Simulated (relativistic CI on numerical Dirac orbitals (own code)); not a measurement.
# Crystal-field levels of Ru⁴⁺, 4d4

Calculated by Dirac-Coulomb-Breit CI, orbitals from a KLI potential per configuration, model QED, valence Slater integrals scaled by 0.85, one configuration in a parametric crystal field (own radial code).

Field parameters in Wybourne normalisation: Td as Oh with Dq negative (B⁴₀ = 21Dq, B⁴₄ = √(5/14) B⁴₀). The field is a parameter set, without covalency.

S is read from ⟨S²⟩ = S(S + 1).

Site symmetry Td; labels are those of the double group. Computed levels in cm⁻¹ above the lowest, in rising order:

```csv
Δ (size of 10Dq),Lowest,No. 2,No. 3,No. 4,No. 5,No. 6,No. 7,No. 8
3200,A1,390 T1,812 T2,1440 E,1733 T1,2317 T2,4737 A2,4883 T2
5800,A1,342 T1,664 T2,1419 E,1607 T1,2218 T2,7142 A2,7201 T2
8400,A1,343 T1,635 T2,1446 E,1600 T1,2222 T2,8562 A1,9668 A2
10950,A1,412 T1,714 T2,1557 E,1707 T1,2338 T2,5300 A1,9114 T1
13550,A1,861 T1,1218 T2,2088 E,2131 A1,2256 T1,2897 T2,7417 T1
16100,A1,3797 A1,3825 T1,4315 T2,5217 E,5451 T1,6104 T2,8539 T1
18700,A1,7575 A1,7796 T1,8580 T2,9460 E,10026 T1,10687 T2,11076 E
```

Ground-state S against |10Dq| in cm⁻¹: 3200: 1.97, 5800: 1.97, 8400: 1.95, 10950: 1.91, 13550: 1.57, 16100: 0.41, 18700: 0.19.

The spin changes between |10Dq| = 13550 and 16100 cm⁻¹.
